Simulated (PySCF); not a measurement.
**Dipole moment and polarisability of `Br[Te](Br)(Br)Br`**

Species: TeBr₄.
Cartesian coordinates in Å at the PBE0-D3(BJ)/def2-SVP level; atoms count from 1:
```xyz
5
TeBr4 angstrom
Te    -0.2858   -0.5526   -0.0188
Br    -0.3720   -0.6126    2.6091
Br    -0.3036   -0.5890   -2.6490
Br     2.1811   -0.1459    0.0158
Br    -1.1448    1.7897   -0.0192
```

Level: CAM-B3LYP/def2-SVPD (PySCF), static field, nuclei fixed, core orbitals frozen in the response. The polarisability tensor in these axes (au):

```
x   130.22 -11.53  -0.90
y   -11.53 116.45  -0.50
z    -0.90  -0.50 196.05
```

Problem. Give the principal values, the mean and the anisotropy Δα = √{½[(α1 − α2)² + (α2 − α3)² + (α1 − α3)²]}.

Solution. Principal values 109.90, 136.75 and 196.06 au; mean 147.57 au = 21.87 Å³ = 24.33 × 10⁻⁴⁰ C²·m²/J; Δα = 76.37 au (52 % of the mean).

Problem. What is the dipole moment?

Solution. 0.05 D at this geometry.

Problem. What molar refraction does this α imply?

Solution. Lorentz–Lorenz: R = (4π/3)N_A α = 2.5225 cm³/(mol·Å³) × 21.87 Å³ = 55.2 cm³/mol, in the limit of long wavelengths.

Problem. What depolarisation ratio follows for Rayleigh scattering of linearly polarised light, taking the static tensor?

Solution. ρ = 3Δα²/(45ᾱ² + 4Δα²) = 17496.0/(979984 + 23328.0) = 0.0174.

Problem. Sum over states: ᾱ = Σ f/ω², ω in Eh. What share falls to these 10 lowest TDDFT singlets (eV, f)? 2.87, 0.0029; 3.10, 0.0049; 3.22, 0.0000; 3.34, 0.0079; 3.53, 0.0011; 3.57, 0.0015; 3.61, 0.0006; 3.69, 0.0002; 3.86, 0.0036; 4.06, 0.0120.

Solution. They add up to 2.08 au, 1.4 % of the 147.57 au; the largest single term is 0.54 au, from the state at 4.06 eV. Terms in order: 0.26, 0.38, 0.00, 0.53, 0.06, 0.09, 0.04, 0.01, 0.18, 0.54 au. Higher excitations give the rest. The strengths listed sum to 0.035.

Geometry: PBE0-D3(BJ)/def2-SVP; no solvent, vibrations or thermal averaging. Atoms past krypton carry effective core potentials; spin–orbit coupling is left out. The calculation is non-relativistic apart from the core potentials, for bromine too.
